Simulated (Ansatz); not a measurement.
Ligand exchange: CH2FI + BH(CH3)(OH) → CH3FO + BH(CH3)I

Species: CH2FI (fluoroiodomethane) `FCI`, singlet; BH(CH3)(OH), singlet; CH3FO `OCF`, singlet; BH(CH3)I, singlet. The partners trade I for OH: C–I and B–OH bonds give way to C–OH and B–I.

Shapes, held fixed at every level: PBE0-D4/def2-TZVP. Flexible molecules stand in one conformer, not always the lowest. Programs: Ansatz 0.2.0. The zero-point and thermal change to 298 K, harmonic and unscaled (PBE0-D4/def2-TZVP), is +0.6 kJ/mol.

| level | kind | ΔH(298 K) (kJ/mol) | less CCSD(T)/def2-TZVPP |
| --- | --- | --- | --- |
| HF/def2-SVP | Hartree–Fock | +44.4 | -15.9 |
| PBE-D4/def2-TZVPP | GGA | +63.2 | +2.9 |
| r2SCAN-D4/def2-TZVPP | meta-GGA | +62.6 | +2.3 |
| B3LYP-D4/def2-TZVPP | global hybrid | +68.0 | +7.7 |
| MP2/def2-SVP | perturbation theory | +58.3 | -2.0 |
| MP2/def2-TZVPP | perturbation theory | +59.5 | -0.8 |
| CCSD/def2-TZVPP | coupled cluster or CI | +59.7 | -0.6 |
| CCSD(T)/def2-TZVPP | coupled cluster or CI | +60.3 | 0.0 |

The highest level, CCSD(T)/def2-TZVPP, gives ΔH(298 K) = +60.3 kJ/mol; the levels span +44.4 to +68.0. The column of differences is taken from that level and isn't an error. No measured value is set beside it here. For atoms past krypton def2 sets carry core potentials with scalar relativity. Correlated rows may include outer-core shells of I, which these sets cover unevenly.
